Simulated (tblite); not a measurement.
Parent: `[CH3:1][C@@H:2]1[CH2:3][CH2:4][C:5]1=[S:6]`, C5H8S.

The geometries are computed with GFN2-xTB (gas phase). One conformer each, not checked by frequencies here.

| coordinate of the parent | value |
| --- | --- |
| C1–C2 | 1.521 Å |
| C2–C3 | 1.545 Å |
| C3–C4 | 1.540 Å |
| C4–C5 | 1.498 Å |
| C5=S6 | 1.609 Å |
| C2–C5 | 1.505 Å |
| C1–C2–C3 | 117.6° |
| C1–C2–C5 | 115.5° |
| C3–C2–C5 | 88.3° |
| C2–C3–C4 | 89.8° |
| C3–C4–C5 | 88.8° |
| C4–C5–S6 | 133.7° |
| C2–C5–C4 | 92.9° |
| C2–C5–S6 | 133.3° |

Question: How does the shared frame change in `[CH3:1][C@@:2]1([O:3][CH:4]=[O:5])[CH2:6][CH2:7][C:8]1=[S:9]` with C1–C2–O3–C4 71°, C2–O3–C4–O5 1°, C6H8O2S? Atoms pair as C1 = C1, C2 = C2, C3 = C6, C4 = C7, C5 = C8, S6 = S9 (parent first).

Answer: 
```
  parent  relative  value in the relative  change
   C1–C2     C1–C2                1.524 Å  +0.003
   C2–C3     C2–C6                1.548 Å  +0.003
   C3–C4     C6–C7                1.539 Å  -0.001
   C4–C5     C7–C8                1.499 Å  +0.001
   C5=S6     C8=S9                1.604 Å  -0.005
   C2–C5     C2–C8                1.517 Å  +0.012
C1–C2–C3  C1–C2–C6                 115.0°    -2.6
C1–C2–C5  C1–C2–C8                 113.1°    -2.4
C3–C2–C5  C6–C2–C8                  88.1°    -0.2
C2–C3–C4  C2–C6–C7                  89.6°    -0.2
C3–C4–C5  C6–C7–C8                  89.1°    +0.3
C4–C5–S6  C7–C8–S9                 134.6°    +0.9
C2–C5–C4  C2–C8–C7                  92.3°    -0.6
C2–C5–S6  C2–C8–S9                 133.1°    -0.2
```

Of the parent's bonds, C2–C5 changes most (+0.012 Å). Bonds of the relative outside the shared frame: C2–O3 1.434, O3–C4 1.319, C4=O5 1.195 Å. Point group C1 → C1.

Question: How does the shared frame change in `[CH3:1][C@@:2]1([CH2:3][Cl:4])[CH2:5][CH2:6][C:7]1=[S:8]` with C1–C2–C3–Cl4 66°, C6H9ClS? Atoms pair as C1 = C1, C2 = C2, C3 = C5, C4 = C6, C5 = C7, S6 = S8 (parent first).

Answer: 
| parent | relative | value in the relative | change |
| --- | --- | --- | --- |
| C1–C2 | C1–C2 | 1.525 Å | +0.004 |
| C2–C3 | C2–C5 | 1.549 Å | +0.004 |
| C3–C4 | C5–C6 | 1.539 Å | -0.001 |
| C4–C5 | C6–C7 | 1.496 Å | -0.002 |
| C5=S6 | C7=S8 | 1.608 Å | -0.001 |
| C2–C5 | C2–C7 | 1.515 Å | +0.010 |
| C1–C2–C3 | C1–C2–C5 | 114.6° | -3.0 |
| C1–C2–C5 | C1–C2–C7 | 112.6° | -2.9 |
| C3–C2–C5 | C5–C2–C7 | 88.0° | -0.3 |
| C2–C3–C4 | C2–C5–C6 | 89.8° | 0.0 |
| C3–C4–C5 | C5–C6–C7 | 89.0° | +0.2 |
| C4–C5–S6 | C6–C7–S8 | 134.4° | +0.7 |
| C2–C5–C4 | C2–C7–C6 | 92.8° | -0.1 |
| C2–C5–S6 | C2–C7–S8 | 132.8° | -0.5 |

Of the parent's bonds, C2–C5 changes most (+0.010 Å). Bonds of the relative outside the shared frame: C2–C3 1.522, C3–Cl4 1.783 Å. Point group C1 → C1.

Question: How does the shared frame change in `[CH3:1][C@@:2]1([F:3])[CH2:4][CH2:5][C:6]1=[S:7]`, C5H7FS? Atoms pair as C1 = C1, C2 = C2, C3 = C4, C4 = C5, C5 = C6, S6 = S7 (parent first).

Answer: 
```json
{"parent": "C1–C2", "relative": "C1–C2", "value in the relative": "1.518 Å", "change": "-0.003"}
{"parent": "C2–C3", "relative": "C2–C4", "value in the relative": "1.544 Å", "change": "-0.001"}
{"parent": "C3–C4", "relative": "C4–C5", "value in the relative": "1.540 Å", "change": "0.000"}
{"parent": "C4–C5", "relative": "C5–C6", "value in the relative": "1.500 Å", "change": "+0.002"}
{"parent": "C5=S6", "relative": "C6=S7", "value in the relative": "1.605 Å", "change": "-0.004"}
{"parent": "C2–C5", "relative": "C2–C6", "value in the relative": "1.519 Å", "change": "+0.014"}
{"parent": "C1–C2–C3", "relative": "C1–C2–C4", "value in the relative": "116.9°", "change": "-0.7"}
{"parent": "C1–C2–C5", "relative": "C1–C2–C6", "value in the relative": "114.4°", "change": "-1.1"}
{"parent": "C3–C2–C5", "relative": "C4–C2–C6", "value in the relative": "88.4°", "change": "+0.1"}
{"parent": "C2–C3–C4", "relative": "C2–C4–C5", "value in the relative": "89.6°", "change": "-0.2"}
{"parent": "C3–C4–C5", "relative": "C4–C5–C6", "value in the relative": "89.2°", "change": "+0.4"}
{"parent": "C4–C5–S6", "relative": "C5–C6–S7", "value in the relative": "134.3°", "change": "+0.6"}
{"parent": "C2–C5–C4", "relative": "C2–C6–C5", "value in the relative": "92.1°", "change": "-0.8"}
{"parent": "C2–C5–S6", "relative": "C2–C6–S7", "value in the relative": "133.6°", "change": "+0.3"}
```

Of the parent's bonds, C2–C5 changes most (+0.014 Å). Bonds of the relative outside the shared frame: C2–F3 1.381 Å. Point group C1 → C1.
